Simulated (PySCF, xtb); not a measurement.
(3E)-hexa-1,3-diene (C6H10), SMILES C(=C\C=C)/CC.

GFN2-xTB run with xtb 6.7.1 at its own geometry gives an orbital gap of 3.67 eV and a dipole moment of 0.64 D.

Geometry: PBE0-D3(BJ)/def2-SVP. Other conformers were not sampled.

Task: What does PBE0/def2-TZVP (PySCF) give? (Estimate from the structure and the level; the computed values follow.)

Result: gap 5.77 eV (levels -6.45 and -0.68 eV), dipole 0.68 D.
